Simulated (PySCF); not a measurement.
## Spinor energies of Au²⁺ (gold, charge +2)

Start: [Xe] 4f14 5d9; 5d3/2 filled at m_j = -3/2, -1/2, +1/2, +3/2; 5d5/2 filled at m_j = -3/2, -1/2, +1/2, +3/2, +5/2. Calculated with PySCF 2.14 in x2c-SVPall-2c: generalised Hartree-Fock with the X2C-1e Hamiltonian and a Gaussian nucleus; one run each with spin-orbit coupling (SO) switched off, then screened by Boettger's factors.

```
spinor shell  electrons  ε, spin-free (eV)  ε, screened SO (eV)  weight of nominal j (screened SO)  rms radius, screened SO (bohr)
       1s1/2          2           -81193.6             -81162.7                              1.000                          0.0190
       2s1/2          2           -14496.1             -14486.3                              1.000                          0.0769
       2p1/2          2           -12547.9             -13869.9                              1.000                          0.0651
       2p3/2          4           -12547.9             -12028.4                              1.000                          0.0731
       3s1/2          2            -3507.0              -3503.8                              1.000                           0.196
       3p1/2          2            -2932.9              -3227.4                              1.000                           0.188
       3p3/2          4            -2932.9              -2814.7                              1.000                           0.204
       3d3/2          4            -2309.3              -2359.7                              1.000                           0.180
       3d5/2          6            -2309.3              -2272.6                              1.000                           0.183
       4s1/2          2            -815.26              -814.25                              1.000                           0.432
       4p1/2          2            -623.78              -695.08                              1.000                           0.438
       4p3/2          4            -623.78              -594.90                              1.000                           0.471
       4d3/2          4            -388.65              -399.34                              1.000                           0.487
       4d5/2          6            -388.65              -380.46                              1.000                           0.496
       5s1/2          2            -149.51              -149.33                              1.000                           0.998
       4f5/2          6            -125.63              -127.34                              0.999                           0.544
       4f7/2          8            -125.63              -123.50                              0.999                           0.546
       5p1/2          2            -96.202              -108.28                              0.998                            1.13
       5p3/2          4            -96.202              -91.091                              0.999                            1.16
       5d3/2          4            -33.762              -35.028                              0.970                            1.57
       5d5/2          5            -33.762              -32.792                              0.976                            1.63
```

```json
{"quantity": "E (hartree)", "spin-free": "-18995.49148", "screened SO": "-19024.64686"}
{"quantity": "M_J", "spin-free": "5/2", "screened SO": "5/2"}
{"quantity": "⟨J²⟩", "spin-free": "8.792", "screened SO": "8.810"}
{"quantity": "⟨L²⟩", "spin-free": "6.034", "screened SO": "6.176"}
{"quantity": "⟨S²⟩", "spin-free": "0.758", "screened SO": "0.896"}
```

Each row is a mean over spinors that exchange with the open shell spreads, by up to 4.666 eV (5p3/2).

⟨J²⟩ departs a little from M_J(M_J + 1) because the unrestricted spinors polarise the closed shells.

Breit and QED terms are absent; they matter most for the inner s and p1/2 levels.

Densities and radii are taken from the X2C orbitals without a picture-change correction, which distorts them close to the nucleus.

Without spin-orbit coupling the j labels of p, d and f shells carry no meaning; the spin-free column gives the mean over the occupied spinors of each nl shell.
